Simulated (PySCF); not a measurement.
# KSi from Hartree–Fock to correlated methods

State: ⁴Σ⁻ (quartet), unpaired electrons σ ↑, π ↑↑. Set-up: basis K pcseg-1, Si pcseg-1; no relativity; PySCF 2.14. De refers to K + Si in their high-spin ground configurations, without counterpoise correction. The functionals are run spin-unrestricted. A positive dipole means K(−)Si(+).

| Level | Re (Å) | ωe (cm⁻¹) | De (eV) | μ (D) |
| --- | --- | --- | --- | --- |
| UHF | 3.156 | 196 | 1.18 | -11.52 |
| UHF-MP2 | 3.116 | 203 | 1.38 | n/a |
| UHF-SCS-MP2 | 3.121 | 202 | 1.29 | n/a |
| UHF-CCSD | 3.120 | 202 | 1.35 | n/a |
| UHF-CCSD(T) | 3.119 | 202 | 1.37 | n/a |
| LDA | 2.982 | 207 | 1.80 | -8.59 |
| PBE | 3.050 | 196 | 1.63 | -8.98 |
| r²SCAN | 3.059 | 203 | 1.80 | -10.09 |
| PBE0 | 3.046 | 202 | 1.63 | -9.81 |
| HSE06 | 3.047 | 201 | 1.62 | -9.71 |
| M06-2X | 3.036 | 213 | 1.58 | -10.04 |
| B2PLYP | 3.082 | 199 | 1.34 | -10.28 |

Question: Which functional lies closest to UHF-CCSD(T) in De, which farthest, and by how much do they differ from it?

Answer: Closest is B2PLYP (-3.7 pm in Re, -1.5 % in ωe, -0.03 eV in De against UHF-CCSD(T) in the same basis), farthest LDA (-13.7 pm in Re, +2.5 % in ωe, +0.43 eV in De). CCSD(T) converges more slowly with the basis than the functionals do and binds too weakly in this one, so the order can change at the basis-set limit.

Question: What does a quarter of exact exchange do here, going from PBE to PBE0?

Answer: PBE0 less PBE: -0.4 pm in Re, +3.1 % in ωe, +0.00 eV in De. Exact exchange removes part of the self-interaction that spreads semilocal densities, and in most molecules shortens and stiffens the bond and lowers De; so it does here.

Question: What does the step from GGA to meta-GGA do here, going from PBE to r²SCAN?

Answer: r²SCAN less PBE: +0.9 pm in Re, +3.6 % in ωe, +0.17 eV in De. 

Correlated steps freeze 10 core orbitals. Correlated levels converge slowly with the basis: in double zeta they bind strong bonds too weakly, by up to about 1 eV, and carry superposition errors of some tenths. B2PLYP dipoles, levels and charges come from its SCF part alone. The state was picked by a PBE0 search and need not be the measured ground state.
